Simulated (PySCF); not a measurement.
## Structure elucidation problem

An unknown has the formula C₄H₁₄Si₄. Its calculated NMR data are:

¹H NMR (500 MHz, computed): δ 4.76 (m, 1H), 4.47 (m, 1H), 3.88 (m, 2H), 3.73 (m, 2H), 0.75 (m, 2H), 0.51 (d, 3H), 0.26 (m, 2H), -0.18 (m, 1H).

¹³C{¹H} NMR (computed): δ 6.1 (CH2), -3.4 (CH3), -8.8 (CH).

PySCF calculation with geometry: PBE0-D3(BJ)/def2-SVP and GIAO PBE0/pcSseg-1 shieldings; no relativistic terms, no solvent model, equivalent nuclei averaged, one computed conformer.

Scale: ¹H (σref 31.27), ¹³C (σref 184.41) vs TMS (reference shieldings calculated alike).

**Question.** Choose the structure that fits.
A. CC#C[Si@H](C)[SiH]([SiH3])[SiH3]
B. C[Si@@H]1[SiH2][SiH2][Si@H]1C1CC1
C. C1CC([SiH]2[SiH2][SiH2][SiH2]2)C1
D. C[Si@H]1[SiH2][Si@H](C2CC2)[SiH2]1

**Answer.** D. 

Rings plus π bonds: 2 (2 rings in the answer). 3 carbon signals for 4 carbons: some carbons are equivalent by symmetry or fast rotation. Carbon types of the structure: 1 × CH, 2 × CH2, 1 × CH3, leaving 6 H on heteroatoms. δC 6.1, -8.8: three-membered-ring carbon; carbons of three-membered rings are unusually shielded. δC -3.4: methyl carbon bonded to Si; an electropositive neighbour leaves it electron-rich and shielded. δH 3.88, 3.73: hydrogen on a silicon bonded to 2 Si, in a 4-membered ring. δH 0.75, 0.26, -0.18: hydrogen on a three-membered-ring carbon; cyclopropane-type protons are shielded by the ring. δH 0.51: hydrogen on a methyl carbon bonded to Si; an electropositive neighbour shields it, as in TMS itself.

The others: C1CC([SiH]2[SiH2][SiH2][SiH2]2)C1 would give 10 signals for carbon-bound and other non-exchanging H, not 8; C[Si@@H]1[SiH2][SiH2][Si@H]1C1CC1 would give 4 carbon signals, not 3; CC#C[Si@H](C)[SiH]([SiH3])[SiH3] would give 4 carbon signals, not 3.

Shifts are as computed. Against solution values, carbons near 30 ppm lie about +2 ppm off and those near 130 ppm about +5 ppm. Of 1309 compounds with measured shifts, 239 miss one by over three times the rms of a fit or turn the order of signals round; such compounds aren't used in these exercises. No couplings were computed; multiplicities are counted from neighbouring protons, with m where these are inequivalent, close in shift, in a saturated or five-membered ring or joined by F or P, and br s for small geminal =CH2 splittings.
